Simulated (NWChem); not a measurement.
Program: NWChem. System: boron oxyfluoride (BFO), charge 0, spin multiplicity 1, optimised in this run. Level: PBE0/def2-SVP.

Part of the output:

```
             Northwest Computational Chemistry Package (NWChem) 7.3.0
             --------------------------------------------------------

                                NWChem Input Module
                                -------------------

 Scaling coordinates for geometry "geometry" by  1.889725989
 (inverse scale =  0.529177249)

 Turning off AUTOSYM since
 SYMMETRY directive was detected!

          ------
          auto-z
          ------
  autoz: insufficient variables                     2                    3
     1 autoz failed with cvr_scaling = 1.2 changing to 1.3
  autoz: insufficient variables                     2                    3
     2 autoz failed with cvr_scaling = 1.3 changing to 1.4
  autoz: insufficient variables                     2                    3
     3 autoz failed with cvr_scaling = 1.4 changing to 1.5
  autoz: insufficient variables                     2                    3
     4 autoz failed with cvr_scaling = 1.5 changing to 1.6
  autoz: insufficient variables                     2                    3
     5 autoz failed with cvr_scaling = 1.6 changing to 1.7
  autoz: insufficient variables                     2                    3

 AUTOZ failed to generate good internal coordinates.
 Cartesian coordinates will be used in optimizations.

                             Geometry "geometry" -> ""
                             -------------------------

 Output coordinates in angstroms (scale by  1.889725989 to convert to a.u.)

  No.       Tag          Charge          X              Y              Z
 ---- ---------------- ---------- -------------- -------------- --------------
    1 F                    9.0000     0.00000000     0.00000000    -1.18931223
    2 B                    5.0000     0.00000000     0.00000000     0.09253677
    3 O                    8.0000     0.00000000     0.00000000     1.28014077

 Effective nuclear repulsion energy (a.u.)      51.8292359541

            Nuclear Dipole moment (a.u.)
            ----------------------------
        X                 Y               Z
 ---------------- ---------------- ----------------
     0.0000000000     0.0000000000     0.0000000000

      Symmetry information
      --------------------

 Group name             C2v
 Group number             16
 Group order               4
 No. of unique centers     3

      Symmetry unique atoms

     1    2    3


 Summary of "ao basis" -> "" (spherical)
 ------------------------------------------------------------------------------
       Tag                 Description            Shells   Functions and Types
 ---------------- ------------------------------  ------  ---------------------
 *                          def2-svp                  on all atoms

                           NWChem Geometry Optimization
                           ----------------------------

 maximum gradient threshold         (gmax) =   0.000450
 rms gradient threshold             (grms) =   0.000300
 maximum cartesian step threshold   (xmax) =   0.001800
 rms cartesian step threshold       (xrms) =   0.001200
 fixed trust radius                (trust) =   0.300000
 maximum step size to saddle      (sadstp) =   0.100000
 energy precision                  (eprec) =   5.0D-06
 maximum number of steps          (nptopt) =   80
 initial hessian option           (inhess) =    0
 line search option               (linopt) =    1
 hessian update option            (modupd) =    1
 saddle point option              (modsad) =    0
 initial eigen-mode to follow     (moddir) =    0
 initial variable to follow       (vardir) =    0
 follow first negative mode     (firstneg) =    T
 apply conjugacy                    (opcg) =    F
 source of zmatrix                         =

          -------------------
          Energy Minimization
          -------------------

 Using diagonal initial Hessian

          --------
          Step   0
          --------

                         Geometry "geometry" -> "geometry"
                         ---------------------------------

 Output coordinates in angstroms (scale by  1.889725989 to convert to a.u.)

  No.       Tag          Charge          X              Y              Z
 ---- ---------------- ---------- -------------- -------------- --------------
[...]
               1            2            3            4            5            6            7            8            9
   ----- ----- ----- ----- -----
    1    9.68508D-01
    2   -4.08768D-08  9.68508D-01
    3   -2.75789D-08  7.30979D-08  2.93694D+01
    4   -2.62486D+00 -8.47108D-09  3.87188D-08  7.11697D+00
    5   -8.48345D-09 -2.62486D+00  4.54644D-08 -7.45924D-08  7.11697D+00
    6   -2.01763D-08 -8.53101D-09 -3.66945D+01  1.57454D-07  1.61992D-07  1.32465D+02
    7    1.12227D+00  1.66466D-09  5.17588D-10 -3.04364D+00  5.49703D-09 -1.20081D-08  1.30196D+00
    8    1.67329D-09  1.12227D+00 -1.52275D-09  5.41813D-09 -3.04364D+00 -1.12032D-08  1.22340D-07  1.30196D+00
    9   -1.29606D-08 -2.53695D-08 -1.56491D+00  9.60571D-08  1.12244D-07 -6.99084D+01 -2.01230D-07 -1.12387D-07  5.97037D+01


 ----------------------------------------------------------------------------
 Normal Eigenvalue ||         Derivative Dipole Moments (debye/angs)
  Mode   [cm**-1]  ||      [d/dqX]             [d/dqY]           [d/dqZ]
 ------ ---------- || ------------------ ------------------ -----------------
    1       -4.487 ||      -0.000              -0.000             0.000
    2        1.290 ||       0.021              -0.021             0.000
    3        1.291 ||      -0.021              -0.021             0.000
    4        4.132 ||      -0.183               0.195             0.000
    5        4.132 ||       0.195               0.183             0.000
    6      498.036 ||      -0.912              -0.901             0.000
    7      498.036 ||       0.901              -0.912             0.000
    8     1033.093 ||      -0.000              -0.000             0.636
    9     2187.872 ||      -0.000              -0.000            -2.931
 ----------------------------------------------------------------------------

 ----------------------------------------------------------------------------
 Normal Eigenvalue ||                 Infra Red Intensities
  Mode   [cm**-1]  || [atomic units] [(debye/angs)**2] [(KM/mol)] [arbitrary]
 ------ ---------- || -------------- ----------------- ---------- -----------
    1       -4.487 ||    0.000000           0.000         0.000       0.000
    2        1.290 ||    0.000039           0.001         0.038       0.007
    3        1.291 ||    0.000039           0.001         0.038       0.006
    4        4.132 ||    0.003093           0.071         3.015       0.517
    5        4.132 ||    0.003093           0.071         3.015       0.517
    6      498.036 ||    0.071264           1.644        69.472      11.905
    7      498.036 ||    0.071264           1.644        69.472      11.905
    8     1033.093 ||    0.017538           0.405        17.097       2.930
    9     2187.872 ||    0.372402           8.592       363.036      62.213
 ----------------------------------------------------------------------------

        Vibrational analysis via the FX method
  --- with translations and rotations projected out ---
  --- via the Eckart algorithm                      ---
 Dependent rotation vector no.                    3
  found in ECKART; assuming linear geometry
 Projected Nuclear Hessian trans-rot subspace norm:3.1815D-33
                         (should be close to zero!)

          --------------------------------------------------------
          MASS-WEIGHTED PROJECTED HESSIAN (Hartree/Bohr/Bohr/Kamu)
          --------------------------------------------------------

               1            2            3            4            5            6            7            8            9
   ----- ----- ----- ----- -----
    1    9.67724D-01
    2   -2.32937D-09  9.67724D-01
    3    1.91585D-08  2.57915D-08  2.93691D+01
    4   -2.62433D+00  6.31693D-09 -5.19551D-08  7.11684D+00
    5    6.31693D-09 -2.62433D+00 -6.99431D-08 -1.71307D-08  7.11684D+00
    6   -4.55287D-10 -9.00812D-09 -3.66942D+01  1.23468D-09  2.44288D-08  1.32466D+02
    7    1.12257D+00 -2.70211D-09  2.22241D-08 -3.04427D+00  7.32774D-09 -5.28139D-10  1.30220D+00
    8   -2.70211D-09  1.12257D+00  2.99186D-08  7.32774D-09 -3.04427D+00 -1.04496D-08 -3.13448D-09  1.30220D+00
    9   -2.05022D-08 -2.06355D-08 -1.56503D+00  5.55991D-08  5.59606D-08 -6.99077D+01 -2.37828D-08 -2.39375D-08  5.97038D+01

 center of mass
 --------------
 x =   0.00000000 y =   0.00000000 z =  -0.04486477

 moments of inertia (a.u.)
 ------------------
         192.575058929016           0.000000000000           0.000000000000
           0.000000000000         192.575058929016           0.000000000000
           0.000000000000           0.000000000000           0.000000000000

 Rotational Constants
 --------------------
 A=   0.000000 cm-1  (  0.000000 K)
 B=   0.312606 cm-1  (  0.449761 K)
 C=   0.312606 cm-1  (  0.449761 K)

 Temperature                      =   298.15K
 frequency scaling parameter      =   1.0000

 Linear Molecule

 Zero-Point correction to Energy  =    6.026 kcal/mol  (  0.009603 au)
 Thermal correction to Energy     =    7.810 kcal/mol  (  0.012446 au)
 Thermal correction to Enthalpy   =    8.402 kcal/mol  (  0.013389 au)

 Total Entropy                    =   53.685 cal/mol-K
   - Translational                =   37.387 cal/mol-K (mol. weight =  46.0026)
   - Rotational                   =   14.891 cal/mol-K (symmetry #  =        1)
   - Vibrational                  =    1.408 cal/mol-K

 Cv (constant volume heat capacity) =    7.821 cal/mol-K
   - Translational                  =    2.979 cal/mol-K
   - Rotational                     =    1.986 cal/mol-K
   - Vibrational                    =    2.856 cal/mol-K


 ----------------------------------------------------------------------------
 Normal Eigenvalue ||    Projected Derivative Dipole Moments (debye/angs)
  Mode   [cm**-1]  ||      [d/dqX]             [d/dqY]           [d/dqZ]
 ------ ---------- || ------------------ ------------------ -----------------
    1       -0.000 ||       0.197              -0.000             0.000
    2       -0.000 ||      -0.182               0.000            -0.000
    3        0.000 ||       0.000              -0.268            -0.000
    4        0.000 ||       0.000               0.013             0.000
    5        0.000 ||      -0.000              -0.000            -0.000
    6      498.038 ||      -0.910              -0.904             0.000
    7      498.038 ||       0.904              -0.910             0.000
    8     1033.094 ||      -0.000              -0.000             0.636
    9     2187.874 ||      -0.000              -0.000            -2.931
 ----------------------------------------------------------------------------

 ----------------------------------------------------------------------------
 Normal Eigenvalue ||           Projected Infra Red Intensities
  Mode   [cm**-1]  || [atomic units] [(debye/angs)**2] [(KM/mol)] [arbitrary]
 ------ ---------- || -------------- ----------------- ---------- -----------
    1       -0.000 ||    0.001688           0.039         1.646       0.282
    2       -0.000 ||    0.001441           0.033         1.404       0.241
    3        0.000 ||    0.003122           0.072         3.043       0.521
    4        0.000 ||    0.000007           0.000         0.007       0.001
    5        0.000 ||    0.000000           0.000         0.000       0.000
    6      498.038 ||    0.071267           1.644        69.475      11.906
    7      498.038 ||    0.071267           1.644        69.475      11.906
    8     1033.094 ||    0.017538           0.405        17.097       2.930
    9     2187.874 ||    0.372402           8.592       363.036      62.213
 ----------------------------------------------------------------------------

 Task  times  cpu:       12.1s     wall:       12.1s

 Total times  cpu:       14.9s     wall:       14.9s
```

Question: Write an NWChem input that would produce this output.

Answer: One answer among several that fit: 
```
start mol
memory heap 200 mb stack 800 mb global 1000 mb
geometry units angstroms
  F      0.000000     0.000000    -1.189312
  B      0.000000     0.000000     0.092537
  O      0.000000     0.000000     1.280141
  symmetry group C2v
end
basis spherical
  * library def2-svp
end
dft
  xc pbe0
  semidirect memsize 60000000 filesize 0
  iterations 100
end
driver
  maxiter 80
end
task dft optimize
task dft freq
```
